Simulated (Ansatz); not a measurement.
Consider the redistribution: `CO[SiH2][O][GeH3]` + `[F][GeH2][AlH2]` → `CO[SiH2][AlH2]` + `[F][GeH2][O][GeH3]`.

Program: Ansatz. Geometries: PBE0-D4/def2-TZVP. ΔE: electronic, gas phase. CCSD(T)/CBS is the MP2 limit (def2-TZVPP, def2-QZVPP) plus CCSD(T) − MP2 in def2-TZVPP, frozen cores. Functionals use def2-TZVPP. B3LYP here is the variant with VWN-RPA as its local correlation; programs differ in this. For Ge outer-core shells are correlated without core-valence functions, which leaves a few kJ/mol of doubt a bond. Scalar relativity is left out up to krypton. Each species was taken in one conformer, which may not be the lowest.

```json
{"level": "B3LYP-D4", "ΔE (kJ/mol)": "101.0"}
{"level": "r2SCAN", "ΔE (kJ/mol)": "97.6"}
{"level": "PBE0", "ΔE (kJ/mol)": "93.7"}
{"level": "SCS-MP2/def2-TZVPP", "ΔE (kJ/mol)": "94.6"}
```

Q: What does CCSD(T)/CBS give? (Estimate.)

A: The calculation gave: +98.0 kJ/mol. The listed levels differ from it by 3.0, -0.4, -4.3, -3.4 kJ/mol.

Largest T1 diagnostic among the species: 0.012.

In def2-TZVPP, CCSD(T) changes the Hartree–Fock value by −9.6 kJ/mol (the triples alone add −2.5 kJ/mol) and MP2 by −7.7 kJ/mol. From PBE to PBE0 (25 % exact exchange), in def2-TZVPP and without D4, ΔE moves by +4.5 kJ/mol.
